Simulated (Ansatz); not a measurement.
`C[CH2][Al]([OH])[OH]` and `C[NH][Al]([OH])[OH]` differ in one atom or group.

Ansatz, PBE0-D4/def2-TZVP geometries, multiplicity 1. Each molecule was computed in one conformer, which needn't be the lowest.

| property | `C[CH2][Al]([OH])[OH]` |
| --- | --- |
| HOMO–LUMO gap (PBE/def2-TZVPP) / eV | 5.57 |
| HOMO energy (B3LYP/def2-TZVPP) / eV | -7.58 |
| HOMO energy (PBE/def2-TZVPP) / eV | -6.46 |
| HOMO energy (PBE0/def2-TZVPP) / eV | -7.78 |
| HOMO–LUMO gap (B3LYP/def2-TZVPP) / eV | 7.19 |
| size of the dipole moment (PBE/def2-TZVPP) / D | 1.34 |

What does the change do to each property? (Best estimate.)

Ansatz gave: 
```
                                      property  `C[NH][Al]([OH])[OH]`  shift
           HOMO–LUMO gap (PBE/def2-TZVPP) / eV                   4.30  -1.27
           HOMO energy (B3LYP/def2-TZVPP) / eV                  -6.42   1.16
             HOMO energy (PBE/def2-TZVPP) / eV                  -5.27   1.19
            HOMO energy (PBE0/def2-TZVPP) / eV                  -6.64   1.14
         HOMO–LUMO gap (B3LYP/def2-TZVPP) / eV                   5.96  -1.23
size of the dipole moment (PBE/def2-TZVPP) / D                   1.55   0.21
```

With PBE0 the HOMO rises by 1.14 eV and the LUMO falls by 0.07 eV, so the gap narrows by about 1.21 eV. PBE moves the HOMO by 1.19 eV and ωB97M-V by 1.05 eV. Dipoles are sizes alone; their direction can turn.

B3LYP here is the variant with VWN-RPA as its local correlation; programs differ in this.
